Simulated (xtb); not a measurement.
BiI3, triplet, from a rough starting geometry (GFN-xTB shapes and energies of metal compounds can be far from the true ones) (a higher spin typed on purpose: for a closed-shell molecule this is an excited state); GFN2-xTB (xtb 6.7.1).

Here is a job for xtb.
```
$ xtb mol.xyz --gfn 2 --uhf 2 --opt vtight --json

# file mol.xyz
4

Bi     0.01885528     0.00942444     1.04648647
I      0.42893911    -2.31770504    -0.36841019
I      1.88029894     1.57525220    -0.31271789
I     -2.26189260     0.86300716    -0.33943187
```

Question: What does xtb print? Leave out banner, timings and long lists.

Answer: 
```
   ID    Z sym.   atoms
    1   83 Bi     1
    2   53 I      2-4

           -------------------------------------------------
          |                Calculation Setup                |
           -------------------------------------------------

           -------------------------------------------------
          |                 G F N 2 - x T B                 |
           -------------------------------------------------

          ...................................................
          :                      SETUP                      :
          :.................................................:
          :  # basis functions                  34          :
          :  # atomic orbitals                  31          :
          :  # shells                           11          :
          :  # electrons                        26          :
          :  max. iterations                   250          :
          :  Hamiltonian                  GFN2-xTB          :
          :  restarted?                      false          :
          :  GBSA solvation                  false          :
          :  PC potential                    false          :
          :  electronic temp.          300.0000000     K    :
          :  accuracy                    1.0000000          :
          :  -> integral cutoff          0.2500000E+02      :
          :  -> integral neglect         0.1000000E-07      :
          :  -> SCF convergence          0.1000000E-05 Eh   :
          :  -> wf. convergence          0.1000000E-03 e    :
          :  Broyden damping             0.4000000          :
          :  net charge                          0          :
          :  unpaired electrons                  2          :
          ...................................................

 iter      E             dE          RMSdq      gap      omega  full diag
   1    -13.6277058 -0.136277E+02  0.258E+01    0.55       0.0  T
   2    -13.7272657 -0.995599E-01  0.121E+01    0.26       1.0  T
   3    -13.6901698  0.370959E-01  0.113E+01    0.53       1.0  T
   4    -13.6988483 -0.867845E-02  0.942E+00    0.23       1.0  T
   5    -13.7387199 -0.398717E-01  0.837E+00    0.24       1.0  T
   6    -13.7192136  0.195064E-01  0.931E+00    0.20       1.0  T
   7    -13.7941622 -0.749486E-01  0.445E+00    0.14       1.0  T
   8    -13.7579594  0.362028E-01  0.716E+00    0.16       1.0  T
   9    -13.7611545 -0.319513E-02  0.574E+00    0.17       1.0  T
[...]
 * total energy  :   -13.8790689 Eh     change       -0.3941795E-05 Eh
 * total energy  :   -13.8790720 Eh     change       -0.3102543E-05 Eh
 * total energy  :   -13.8790747 Eh     change       -0.2660916E-05 Eh
 * total energy  :   -13.8790768 Eh     change       -0.2052413E-05 Eh
 * total energy  :   -13.8790783 Eh     change       -0.1565339E-05 Eh
 * total energy  :   -13.8790794 Eh     change       -0.1044621E-05 Eh
 * total energy  :   -13.8790801 Eh     change       -0.7120811E-06 Eh
 * total energy  :   -13.8790805 Eh     change       -0.4622186E-06 Eh
 * total energy  :   -13.8790809 Eh     change       -0.3038600E-06 Eh
 * total energy  :   -13.8790810 Eh     change       -0.1926014E-06 Eh
 * total energy  :   -13.8790812 Eh     change       -0.1230163E-06 Eh
 * total energy  :   -13.8790812 Eh     change       -0.7764040E-07 Eh
   *** GEOMETRY OPTIMIZATION CONVERGED AFTER 92 ITERATIONS ***
         :: total energy             -13.879081244119 Eh    ::
[...]
        25                          0.0131393               0.3575
       ...                                ...                  ...
        31                          0.3390816               9.2269
      -------------------------------------------------------------
                  HL-Gap            0.1126769 Eh            3.0661 eV
             Fermi-level           -0.3582763 Eh           -9.7492 eV

     #   Z          covCN         q      C6AA      α(0)
     1  83 Bi       2.600     0.589   434.817    39.702
     2  53 I        0.861    -0.206   387.136    33.966
     3  53 I        0.880    -0.178   385.060    33.875
     4  53 I        0.861    -0.206   387.139    33.966

 Mol. C6AA /au·bohr⁶  :       6363.263983
 Mol. C8AA /au·bohr⁸  :     655291.948949
 Mol. α(0) /au        :        141.509409

Wiberg/Mayer (AO) data.
largest (>0.10) Wiberg bond orders for each atom

 ---------------------------------------------------------------------------
     #   Z sym  total        # sym  WBO       # sym  WBO       # sym  WBO
 ---------------------------------------------------------------------------
     1  83 Bi   1.843 --     3 I    0.818     2 I    0.513     4 I    0.513
     2  53 I    0.619 --     1 Bi   0.513     3 I    0.106
     3  53 I    1.029 --     1 Bi   0.818     4 I    0.106     2 I    0.106
     4  53 I    0.618 --     1 Bi   0.513     3 I    0.106
 ---------------------------------------------------------------------------

Topologies differ in total number of bonds
Writing topology from bond orders to xtbtopo.mol

molecular dipole:
                 x           y           z       tot (Debye)
 q only:       -0.226      -0.181      -0.012
   full:       -0.909      -0.724      -0.049       2.957
molecular quadrupole (traceless):
                xx          xy          yy          xz          yz          zz
 q only:       -3.340       4.360      -5.398      -0.649       0.227       8.738
  q+dip:       -8.738       4.878     -11.159      -1.546       0.243      19.897
   full:       -7.095       3.949      -9.074      -1.259       0.194      16.169

optimized geometry written to: xtbopt.xyz

           -------------------------------------------------
          | TOTAL ENERGY              -13.879081244119 Eh   |
          | GRADIENT NORM               0.000014769569 Eh/α |
          | HOMO-LUMO GAP               3.066094993265 eV   |
           -------------------------------------------------

normal termination of xtb
```
